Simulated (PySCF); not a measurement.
# Energy of Ti²⁺ (titanium, charge +2) between two integer charges

The 3d alpha orbital of [Ar] 3d2 is emptied in steps (occupation f), with all orbitals relaxed, ending at [Ar] 3d1. Calculation: PySCF 2.14, in def2-SVP (5s3p2d1f, 31 functions); the non-relativistic Hamiltonian (point nucleus). The exact energy is a straight line in f; departures are measured from the line between the end points of the same method.

```
   f  HSE06 (eV)
   1       0.000
0.75      -1.131
 0.5      -1.525
0.25      -1.155
   0       0.000
```

```
method  E(f=0) − E(f=1) (eV)  −ε at f=1 (eV)  −ε at f=0.5 (eV)
 HSE06                28.525          22.562            28.459
```

Orbital energy along the path (eV):

```tsv
f	HSE06
1	-22.562
0.75	-25.457
0.5	-28.459
0.25	-31.560
0	-34.739
```

Reference removal energy between the ground levels: 27.492 eV (measured; NIST Atomic Spectra Database, ionization energies). The calculation has no spin-orbit coupling.
